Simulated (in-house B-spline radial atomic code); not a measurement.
A calculation on Co II (Co+): its settings, and results tabulated from the run. Level of theory: Dirac-Kohn-Sham AM05, spherical fractional occupations, Fermi nucleus of rms radius 3.7875 fm; calculated with a B-spline radial code for spherical atoms.

Command:
```bash
python run_scf.py task.json out
```
Settings (nuclear radius in fm, mass in u):
```
Z                27
configuration    [Ar] 3d8
hamiltonian      dirac
method           am05
spin_polarised   False
nucleus          fermi
rms_radius       3.7875
atomic_mass      58.93319
speed_of_light   137.035999084
```

Output (hartree, bohr):
```
 radial grid: 74 intervals, B-splines of order 8, outer radius 40.5882 bohr

 iter        energy (Eh)    residual
    1       -1381.836410    3.62e-01
    2       -1380.012988    6.47e-01
    3       -1390.603478    6.11e-02
    4       -1390.703752    3.37e-02
    5       -1390.725173    1.02e-02
    6       -1390.726237    4.29e-03
    7       -1390.726550    3.86e-03
    8       -1390.727142    7.52e-05
    9       -1390.727142    1.30e-06
   10       -1390.727142    1.02e-08

 total energy                     -1390.72714
 kinetic                            1411.0829
 electron-nucleus                  -3333.8403
 Hartree                             589.2072
 exchange-correlation                -57.1769

 first-order corrections (not in the total)
   Gaunt                             0.5827
   retardation                      -0.0521
   frequency dependence             -0.0015
   self-energy                       0.3872
   Uehling                          -0.0335
   Wichmann-Kroll                    0.0002
   recoil                            0.0099

 orbital      occ     eigenvalue          <r>       <r^2>       <1/r>       r_max    small
 1s1/2      2.000      -278.5387    0.0562618  0.00425721      26.997     0.03683  9.43e-03
 2s1/2      2.000       -33.0506     0.255653    0.077218      5.8297      0.2135  1.75e-03
 2p1/2      2.000       -28.7092     0.222997   0.0611862     5.78319      0.1703  1.73e-03
 2p3/2      4.000       -28.1657     0.226131   0.0627837      5.6719      0.1728  1.71e-03
 3s1/2      2.000        -3.8611     0.779116    0.702445     1.82623      0.6706  3.79e-04
 3p1/2      2.000        -2.5711      0.81781    0.791974     1.69337      0.6756  3.36e-04
 3p3/2      4.000        -2.5040     0.828052    0.811976     1.66682      0.6834  3.30e-04
 3d3/2      3.200        -0.4528      1.13088     1.75317     1.23767      0.6757  2.00e-04
 3d5/2      4.800        -0.4463      1.13959      1.7822     1.22944      0.6787  1.98e-04
```

Cost of the run: 2.1 s on 1 thread of Arm Neoverse V1 (shared host).

For the Dirac Hamiltonian the kinetic term is c α·p + (β - 1)c².
